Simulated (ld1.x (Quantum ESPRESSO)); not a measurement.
## What one change does to a pseudopotential (potassium (K), TM)

potassium, norm-conserving Troullier–Martins (Kleinman–Bylander form), made with ld1.x (Quantum ESPRESSO) 7.5 (PBE, scalar-relativistic). Core [Ne], reference 3s2 3p6 4s0.5 4p0.5. Waves: 3p (bound): rc 1.80 bohr; 3d channel at 0.05 Ry: rc 1.70 bohr; 3s (bound): rc 1.80 bohr. Local part: the s channel. Core correction: none.

Occupied shells without a wave of their own: 4p, 4s. They enter only through the test configuration that unscreens the potential.

All-electron outer shells of the reference configuration (PBE, scalar-relativistic, ld1.x):

```tsv
shell	level (eV)	outermost node (bohr)	outermost maximum (bohr)
2p	-280.88	–	0.26
3s	-36.10	0.48	1.08
3p	-19.56	0.45	1.15
4s	-2.67	1.58	4.08
4p	-1.12	1.87	5.79
```

Change: all radii scaled by about 1.21 (s 2.18, p 2.18, d 2.06 bohr).

Cutoffs: the cutoffs (Ry, on a coarse ladder) from which the occupation-weighted sum of valence levels, in a spherical-Bessel basis at the reference potential, stays within 10 and 1 mRy of its value at 400 Ry; they do not see the model core or the augmentation charge, which bear on the density cutoff. Errors are all-electron minus pseudo energies relative to the spin-unpolarised reference configuration.

Problem. What does the change do?

Solution. The potential gets softer (30 Ry and 50 Ry → 25 Ry and 40 Ry); the miss of the reference levels goes from 0.12 to 0.30 eV; of the 6 tests that both files solve, the error grows in 6 and shrinks in 0 by more than 15 % and 0.3 meV (median size 81.6 → 210.8 meV); neither file shows a bound ghost. A larger radius leaves more room for a smooth pseudo-wave, so fewer plane waves are needed. More of the atom is replaced by a form fitted at one configuration, so other configurations suffer.

```tsv
quantity	base	changed
cutoff, loose	30 Ry	25 Ry
cutoff, tight	50 Ry	40 Ry
loose cutoff by channel (10 mRy a level)	p 21 Ry, s 21 Ry	p 21 Ry, s 8 Ry
bound ghosts	none	none
largest miss of a reference level, eV	0.12	0.30
error for 3s2 3p6 4s1 4p0, meV [ΔE -0.77 eV]	+49	+126
error for 3s2 3p6 4s0 4p0, meV [ΔE 3.55 eV]	-107	-275
error for 3s2 3p6 4s0.5 4p0, meV [ΔE 0.88 eV]	-6.6	-18
error for 3s2 3p5 4s1 4p0, meV [ΔE 24.16 eV]	+218	+486
error for 3s2 3p6 4s0 4p1, meV [ΔE 0.79 eV]	-56	-146
error for 3s1 3p6 4s1 4p0, meV [ΔE 41.23 eV]	+203	+426
```

Base: The 4p, 4s levels have no wave, so the channel is fitted at the deeper level alone: the likely source of the large errors. Changed file: The 4p, 4s levels have no wave, so the channel is fitted at the deeper level alone: the likely source of the large errors.
